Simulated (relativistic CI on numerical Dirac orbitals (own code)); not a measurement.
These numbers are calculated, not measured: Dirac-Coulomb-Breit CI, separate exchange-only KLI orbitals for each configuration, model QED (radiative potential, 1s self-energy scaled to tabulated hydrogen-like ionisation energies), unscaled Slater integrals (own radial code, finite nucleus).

CI space (outside the closed core [Ne]): 3s2.3p6.3d8, 3s2.3p5.3d9, 3s2.3p6.3d7.4s, 3s2.3p6.3d7.4p, 3s2.3p4.3d10, 3s.3p6.3d9, 3s2.3p6.3d6.4s2, 3s2.3p6.3d7.4d, 3s2.3p6.3d6.4s.4p, 3s2.3p6.3d7.5s, 3s2.3p6.3d6.4p2, 3s2.3p6.3d7.4f, 3s2.3p6.3d7.5p, 3s2.3p6.3d6.4s.4d, 3p6.3d10, 3s2.3p6.3d7.5d, 3s2.3p6.3d6.4p.4d, 3s2.3p6.3d7.6s, 3s2.3p6.3d7.5f, 3s2.3p6.3d7.6p, 3s2.3p6.3d7.5g, 3s2.3p6.3d7.6d, 3s2.3p5.3d8.4s, 3s2.3p6.3d6.4d2, 3s2.3p5.3d7.4s2, 3s2.3p5.3d8.4p, 3s2.3p5.3d7.4s.4p, 3s.3p5.3d10, 3s2.3p4.3d9.4s, 3s2.3p5.3d7.4p2, 3s2.3p5.3d8.4d, 3s2.3p4.3d9.4p, 3s.3p6.3d8.4s, 3s2.3p5.3d8.5p, 3s.3p6.3d8.5s, 3s.3p6.3d8.6s. Levels of other configurations are missing.

At this charge configurations can still be misplaced by up to about 7 % of their energy. Terms inside the open d or f shell come out 10 to 20 % too wide with unscaled integrals.

Outline of the computed level scheme of As VIII. Lowest level of each configuration: 3s2.3p6.3d8 3F_4 at 0.0000 eV; 3s2.3p6.3d7.4s 5F_5 at 61.9034 eV.

LS names give the leading component of a level, which can be under half, so a name can repeat, a term be missing and a line seem to break the LS rules.
